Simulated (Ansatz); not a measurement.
Molecule: CH₃Cd (charge 0, doublet). The spin state was set by rule; other spins were not relaxed. SMILES of the parent species: [CH3][Cd]
Geometry from a B3LYP-D3(BJ)/def2-TZVP (Ansatz, a first-principles code) optimisation:
```
C
H 1 1.0863
H 1 1.0863 2 112.93
H 1 1.0863 2 112.93 3 -129.66
Cd 1 2.3260 2 105.74 4 -115.17
```
Charge 0, spin multiplicity 2.

### Question
Give the harmonic wavenumbers at B3LYP-D3(BJ)/def2-TZVP (Ansatz, finite differences of forces, unscaled).

### Answer
278, 571, 571, 994, 1434, 1434, 3058, 3180, 3180 cm⁻¹. Zero-point energy 21.0 kcal/mol.

### Question
From these and the geometry, give the ideal-gas thermochemistry at 298.15 K and 1 atm (rigid rotor, harmonic oscillator).

### Answer
Point group C3v, rotational symmetry number 3. Rotational constants 152.9, 6.537, 6.537 GHz. S(trans) 40.44, S(rot) 19.24, S(vib) 2.68, S(elec, spin only) 1.38, S 63.7 cal/(mol K). H(298) - H(0) 2.91 kcal/mol; G - E(el) 4.9 kcal/mol.
